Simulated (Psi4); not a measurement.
CH$_{3}$FOZn, singlet, geometry from GFN2-xTB (such geometries of metal compounds can be far from the true shape); Psi4 with B3LYP/6-31G, TDDFT.

The Psi4 input:
```
memory 2 GB

molecule mol {
0 1
Zn   -0.478321    0.273589    0.069626
F    -1.090672    0.381005    1.654661
O     0.999043   -0.541931   -0.327150
C     1.723892   -0.783496   -1.498569
H     2.068143    0.138339   -1.975468
H     2.598855   -1.357243   -1.174470
H     1.162975   -1.381399   -2.222174
symmetry c1
}

set {
  basis 6-31g
  reference rks
  puream true
  save_jk true
  tdscf_states [5]
  tdscf_tda false
  d_convergence 1e-8
}

energy('td-b3lyp')
print_variables()
```

It wrote (shortened):

```
   => Loading Basis Set <=

    Name: 6-31G
    Role: ORBITAL
    Keyword: BASIS

         ---------------------------------------------------------
                                   SCF
               by Justin Turney, Rob Parrish, Andy Simmonett
                          and Daniel G. A. Smith
                              RKS Reference
         ---------------------------------------------------------

  ==> Geometry <==

    Molecular point group: c1
    Full point group: C1

    Geometry (in Angstrom), charge = 0, multiplicity = 1:

       Center              X                  Y                   Z               Mass
    ------------   -----------------  -----------------  -----------------  -----------------
         ZN          -0.401461976418     0.238150665979     0.005934970066    63.929142010000
         F           -1.013812976418     0.345566665979     1.590969970066    18.998403162730
         O            1.075902023582    -0.577369334021    -0.390841029934    15.994914619570
         C            1.800751023582    -0.818934334021    -1.562260029934    12.000000000000
         H            2.145002023582     0.102900665979    -2.039159029934     1.007825032230
         H            2.675714023582    -1.392681334021    -1.238161029934     1.007825032230
         H            1.239834023582    -1.416837334021    -2.285865029934     1.007825032230

  Running in c1 symmetry.

  Rotational constants: A =      0.91965  B =      0.08513  C =      0.07909 [cm^-1]
  Rotational constants: A =  27570.50058  B =   2552.11804  C =   2371.12365 [MHz]
  Nuclear repulsion =  260.016021460030174

  Charge       = 0
  Multiplicity = 1
  Electrons    = 56
  Nalpha       = 28
  Nbeta        = 28

  ==> Algorithm <==

  SCF Algorithm Type is DF.
  DIIS enabled.
  MOM disabled.
  Fractional occupation disabled.
  Guess Type is SAD.
  Energy threshold   = 1.00e-06
  Density threshold  = 1.00e-08
  Integral threshold = 1.00e-12

  ==> Primary Basis <==

  Basis Set: 6-31G
    Blend: 6-31G
    Number of shells: 32
    Number of basis functions: 60
    Number of Cartesian functions: 62
    Spherical Harmonics?: true
    Max angular momentum: 2

  ==> DFT Potential <==

   => LibXC <=

    Version 7.1.2
    S. Lehtola, C. Steigemann, M. J. T. Oliveira, and M. A. L. Marques,  SoftwareX 7, 1–5 (2018) (10.1016/j.softx.2017.11.002)

   => Composite Functional: B3LYP <=

    B3LYP Hyb-GGA Exchange-Correlation Functional

    P. J. Stephens, F. J. Devlin, C. F. Chabalowski, and M. J. Frisch,  J. Phys. Chem. 98, 11623 (1994) (10.1021/j100096a001)

    Deriv               =              1
    GGA                 =           TRUE
    Meta                =          FALSE

    Exchange Hybrid     =           TRUE
    MP2 Hybrid          =          FALSE

   => Exchange Functionals <=

    0.0800   Slater exchange
    0.7200         Becke 88

   => Exact (HF) Exchange <=

    0.2000               HF

   => Correlation Functionals <=

    0.1900   Vosko, Wilk & Nusair (VWN5_RPA)
    0.8100   Lee, Yang & Parr

   => LibXC Density Thresholds  <==

    XC_HYB_GGA_XC_B3LYP:  1.00E-15

   => Molecular Quadrature <=

    Radial Scheme          =       TREUTLER
    Pruning Scheme         =           NONE
    Nuclear Scheme         =       TREUTLER

    Blocking Scheme        =         OCTREE
    BS radius alpha        =              1
    Pruning alpha          =              1
    Radial Points          =             75
    Spherical Points       =            302
    Total Points           =         152260
    Total Blocks           =           1190
    Max Points             =            256
    Max Functions          =             58
    Weights Tolerance      =       1.00E-15

   => Loading Basis Set <=

    Name: (6-31G AUX)
    Role: JKFIT
    Keyword: DF_BASIS_SCF

  ==> Integral Setup <==

  SCF_SUBTYPE=INCORE selected. In-core MEM_DF algorithm will be used.
  Using in-core AOs.

  ==> MemDFJK: Density-Fitted J/K Matrices <==

    J tasked:                   Yes
    K tasked:                   Yes
    wK tasked:                   No
    Algorithm:                 Core
    Schwarz Cutoff:           1E-12
    Mask sparsity (%):       3.1111
    Fitting Condition:        1E-10

   => Auxiliary Basis Set <=

  Basis Set: (6-31G AUX)
    Blend: CC-PVDZ-JKFIT + DEF2-UNIVERSAL-JKFIT
    Number of shells: 157
    Number of basis functions: 543
    Number of Cartesian functions: 695
    Spherical Harmonics?: true
    Max angular momentum: 6

  Minimum eigenvalue in the overlap matrix is 1.5710707435E-02.
  Reciprocal condition number of the overlap matrix is 3.3620958470E-03.
    Using symmetric orthogonalization.

  ==> Pre-Iterations <==

  SCF Guess: Superposition of Atomic Densities via on-the-fly atomic UHF (no occupation information).

   -------------------------
    Irrep   Nso     Nmo
   -------------------------
     A         60      60
   -------------------------
    Total      60      60
   -------------------------

  ==> Iterations <==

                           Total Energy        Delta E     RMS |[F,P]|

   @DF-RKS iter SAD: -1990.80114737594613   -1.99080e+03   0.00000e+00
   @DF-RKS iter   1: -1992.05494750262255   -1.25380e+00   4.79138e-02 ADIIS/DIIS
   @DF-RKS iter   2: -1950.26468670752229    4.17903e+01   9.81176e-02 ADIIS/DIIS
   @DF-RKS iter   3: -1992.65717015815267   -4.23925e+01   4.45794e-02 ADIIS/DIIS
   @DF-RKS iter   4: -1994.02847108497053   -1.37130e+00   3.82448e-03 ADIIS/DIIS
   @DF-RKS iter   5: -1993.98281533272029    4.56558e-02   6.37366e-03 ADIIS/DIIS
   @DF-RKS iter   6: -1994.04831689820003   -6.55016e-02   4.78462e-04 ADIIS/DIIS
   @DF-RKS iter   7: -1994.04858191878884   -2.65021e-04   2.97634e-04 ADIIS/DIIS
   @DF-RKS iter   8: -1994.04868014075919   -9.82220e-05   7.00911e-05 DIIS
   @DF-RKS iter   9: -1994.04868649241985   -6.35166e-06   1.92591e-05 DIIS
   @DF-RKS iter  10: -1994.04868693311300   -4.40693e-07   1.50222e-06 DIIS
[...]
  @DF-RKS Final Energy: -1994.04868693747380
    Total Energy =                      -1994.0486869374738035
[...]

 ------------------------------------------------------------------------------------

******************************************************************************************
**********                               WARNING                                **********
**********       The names of excited state variables changed between 1.5       **********
**********     and 1.6. For a quick solution, remove the symmetry specifier     **********
**********   from the variable name. For full details, see 'Notes on Psivars'   **********
**********                        in the documentation.                         **********
******************************************************************************************

         ---------------------------------------------------------
                         TDSCF excitation energies
                 by Andrew M. James and Daniel G. A. Smith
         ---------------------------------------------------------

  ==> Options <==

     Residual threshold  : 1.0000e-06
     Initial guess       : denominators
     Reference           : RHF
     Solver type         : RPA (Hamiltonian)

  ==> Requested Excitations <==

      5 singlet states with A symmetry

  ==> Seeking the lowest 5 singlet states with A symmetry

                        Generalized Hamiltonian Solver
                              By Andrew M. James

  ==> Options <==

    Max number of iterations        = 60
    Eigenvector tolerance           = 1.0000e-06
    Max number of expansion vectors = 1500

  => Iterations <=
                              Max[D[value]]     Max[|R|]   # vectors
  HamiltonianSolver iter   1:   2.35632e-01  1.93354e-01     20
  HamiltonianSolver iter   2:   1.16393e-02  6.44122e-02     30
  HamiltonianSolver iter   3:   6.15969e-04  1.43367e-02     40
  HamiltonianSolver iter   4:   2.94201e-05  4.10833e-03     50
  HamiltonianSolver iter   5:   1.65710e-06  1.16663e-03     60
  HamiltonianSolver iter   6:   1.13171e-07  3.46663e-04     70
  HamiltonianSolver iter   7:   7.26299e-09  9.74304e-05     80
  HamiltonianSolver iter   8:   3.98994e-10  3.05638e-05     88
  HamiltonianSolver iter   9:   3.45798e-11  7.51966e-06     96
  HamiltonianSolver iter  10:   1.89601e-12  2.08813e-06     98
  HamiltonianSolver iter  11:   1.13187e-13  5.03330e-07    100      Converged

******************************************************************************************
**********                               WARNING                                **********
**********  Length-gauge rotatory strengths are **NOT** gauge-origin invariant  **********
******************************************************************************************

                                    Excitation Energy         Total Energy        Oscillator Strength             Rotatory Strength
     #   Sym: GS->ES (Trans)        au              eV              au          au (length)    au (velocity)    au (length)    au (velocity)
    ---- -------------------- --------------- --------------- --------------- --------------- --------------- --------------- ---------------
     1        A->A (1 A)       0.11603         3.15728        -1993.93266      0.0027          0.0029         -0.0000         -0.0000
     2        A->A (1 A)       0.15853         4.31388        -1993.89015      0.1251          0.1202          0.0000          0.0000
     3        A->A (1 A)       0.17690         4.81357        -1993.87179      0.0044          0.0005         -0.0000         -0.0000
     4        A->A (1 A)       0.18811         5.11860        -1993.86058      0.0149          0.0102         -0.0000         -0.0000
     5        A->A (1 A)       0.22535         6.13198        -1993.82334      0.0685          0.0632          0.0000          0.0000

Contributing excitations and de-excitations
Only contributions with abs(coeff) > 1.00e-01 will be printed:

Excited State    1 (1 A):   0.11603 au   392.69 nm f = 0.0027
  Sums of squares: Xssq =  1.000835e+00; Yssq =  8.345356e-04; Xssq - Yssq =  1.000000e+00
     28a  ->  29a     0.997702 (99.541%)

Excited State    2 (1 A):   0.15853 au   287.41 nm f = 0.1251
  Sums of squares: Xssq =  1.013262e+00; Yssq =  1.326215e-02; Xssq - Yssq =  1.000000e+00
     27a  ->  29a    -0.975601 (95.180%)
     28a  ->  30a     0.202329 ( 4.094%)

Excited State    3 (1 A):   0.17690 au   257.57 nm f = 0.0044
  Sums of squares: Xssq =  1.000599e+00; Yssq =  5.986728e-04; Xssq - Yssq =  1.000000e+00
     24a  ->  29a     0.167730 ( 2.813%)
     26a  ->  29a     0.982104 (96.453%)

Excited State    4 (1 A):   0.18811 au   242.22 nm f = 0.0149
  Sums of squares: Xssq =  1.000470e+00; Yssq =  4.700517e-04; Xssq - Yssq =  1.000000e+00
     25a  ->  29a    -0.995829 (99.168%)

Excited State    5 (1 A):   0.22535 au   202.19 nm f = 0.0685
  Sums of squares: Xssq =  1.005886e+00; Yssq =  5.886390e-03; Xssq - Yssq =  1.000000e+00
     23a  ->  29a    -0.100133 ( 1.003%)
     24a  ->  29a     0.923006 (85.194%)
     25a  ->  30a    -0.197833 ( 3.914%)
     26a  ->  29a    -0.153056 ( 2.343%)
     28a  ->  30a     0.236605 ( 5.598%)

******************************************************************************************
**********                               WARNING                                **********
**********       The names of excited state variables changed between 1.5       **********
**********     and 1.6. For a quick solution, remove the symmetry specifier     **********
**********   from the variable name. For full details, see 'Notes on Psivars'   **********
**********                        in the documentation.                         **********
******************************************************************************************

  Variable Map:
  ----------------------------------------------------------------------------
[...]
  Array Variable Map:
  ----------------------------------------------------------------------------
[...]
[...]
```
